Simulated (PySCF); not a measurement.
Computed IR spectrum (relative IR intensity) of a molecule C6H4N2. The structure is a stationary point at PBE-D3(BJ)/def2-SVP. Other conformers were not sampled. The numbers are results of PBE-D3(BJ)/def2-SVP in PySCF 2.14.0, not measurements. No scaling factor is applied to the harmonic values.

ν (cm⁻¹): 510 (w), 547 (w), 617 (w), 636 (m), 659 (m), 723 (m), 798 (vw), 900 (w), 1019 (w), 1188 (w), 1227 (vw), 1410 (w), 1420 (s), 1532 (s), 1585 (m), 3087 (m), 3094 (w), 3405 (vs) (against the strongest line: vs over 80 %, s over 45 %, m over 15 %, w over 4 %, vw less)

Task: Which molecule gave these data?
A) N#Cc1ccccn1
B) C#Cc1cnccn1
C) C#Cc1cncnc1
D) C#Cc1ccncn1

Result: C, C#Cc1cncnc1
